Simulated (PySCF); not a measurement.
NICS in isomers of C9H12FN.

Definitions: NICS(0) = −σiso at the ring centroid; NICS(1) = −σiso and NICS(1)zz = −σzz at ±1 Å along the ring normal z. Level: GIAO PBE0/pcSseg-1 (PySCF, non-relativistic, gas phase) on the GFN2-xTB geometries, one conformer each. Atom numbers follow the mapped SMILES.

Problem. Order these rings by mean NICS(1)zz, lowest (most negative) first (ppm).
A. ring C6–C7–C8–C9–C10–N11 in `[CH3:1][C@@H:2]([F:3])[C@@H:4]([CH3:5])[c:6]1[cH:7][cH:8][cH:9][cH:10][n:11]1`
B. ring C3–C4–C5–C6–C7 in `[N:1]#[C:2][C@@H:3]1[CH2:4][CH2:5][CH2:6][C@:7]12[CH2:8][C@H:9]([F:10])[CH2:11]2`
C. ring C3–C4–C11–C9–C8–C7 in `[N:1]#[C:2][C@H:3]1[C@@H:4]2[CH2:5][CH2:6][C@H:7]1[CH2:8][C@@H:9]([F:10])[CH2:11]2`
D. ring C5–C6–C7–C8–C9–C11 in `[CH3:1][CH2:2][N:3]([CH3:4])[c:5]1[cH:6][cH:7][cH:8][c:9]([F:10])[cH:11]1`

Solution. A (-28.1), D (-24.0), B (-4.4), C (-1.1).

```json
{"SMILES": "C[C@@H](F)[C@@H](C)c1ccccn1", "ring": "6-membered ring with N; formal bonds all aromatic", "NICS(0)": "-7.1", "NICS(1)": "-11.0", "NICS(1)zz": "-28.1", "HOMA": "0.99", "rms pucker (Å)": "0.00", "ring atoms with four or more neighbours": "0"}
{"SMILES": "CCN(C)c1cccc(F)c1", "ring": "6-membered carbocycle; formal bonds all aromatic", "NICS(0)": "-9.8", "NICS(1)": "-10.3", "NICS(1)zz": "-24.0", "HOMA": "0.97", "rms pucker (Å)": "0.00", "ring atoms with four or more neighbours": "0"}
{"SMILES": "N#C[C@@H]1CCC[C@]12C[C@H](F)C2", "ring": "5-membered carbocycle; formal bonds all single", "NICS(0)": "-5.6", "NICS(1)": "-4.1", "NICS(1)zz": "-4.4", "HOMA": "–", "rms pucker (Å)": "0.18", "ring atoms with four or more neighbours": "5"}
{"SMILES": "N#C[C@H]1[C@@H]2CC[C@H]1C[C@@H](F)C2", "ring": "6-membered carbocycle; formal bonds all single", "NICS(0)": "-3.5", "NICS(1)": "-3.8", "NICS(1)zz": "-1.1", "HOMA": "–", "rms pucker (Å)": "0.26", "ring atoms with four or more neighbours": "6"}
```

NICS(0) gives another order. The isotropic NICS(1) gives the same order. HOMA uses Krygowski's 1993 parameters; it is left out where a ring has a four-coordinate atom, a triple bond, no multiple bond or a kind of bond without parameters. NICS(1) and NICS(1)zz are means over the two faces.
